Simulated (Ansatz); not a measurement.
Question: Name a neutral molecule of B, C, Ge, O and H with HOMO energy (PBE0/def2-TZVPP) between -7.00 and -6.70 eV and size of the dipole moment (ωB97M-V/def2-TZVPP) between 1.80 and 2.10 D (Ansatz, PBE0-D4/def2-TZVP geometry).

Answer: `C[B]1[O][GeH2]1` (-6.72 eV, 1.91 D); `[BH2][GeH]1[CH2][O]1` (-7.00 eV, 2.01 D). Other molecules can fit too; these were computed, each in one conformer that needn't be the lowest.
